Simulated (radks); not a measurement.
Removal energies from the xenon ion Xe7+, [Kr] 4d10 5s1, by Delta-SCF beside the eigenvalue of the level emptied. All-electron calculation, Dirac Kohn-Sham, relativistic LDA (MacDonald-Vosko exchange, VWN5 correlation), spin-unpolarised, spherical densities, finite nucleus; Fermi nuclear charge, rms radius of each element as measured or else 0.836 A^(1/3) + 0.57 fm. Program: a radial shooting solver on a logarithmic mesh with Libxc functionals. Sub-shells are occupied by j as written (lower j first in brackets).

| removed from | final configuration | Delta-SCF (eV) | -eigenvalue (eV) |
|---|---|---|---|
| 5s1/2 | [Kr] 4d10 | 106.96 | 100.17 |
| 4d5/2 | [Kr] 4d(3/2: 4, 5/2: 5) 5s1 | 162.10 | 150.15 |
| 4d3/2 | [Kr] 4d(3/2: 3, 5/2: 6) 5s1 | 164.26 | 152.22 |
| 4p3/2 | [Ar] 3d10 4s2 4p(1/2: 2, 3/2: 3) 4d10 5s1 | 242.15 | 229.24 |
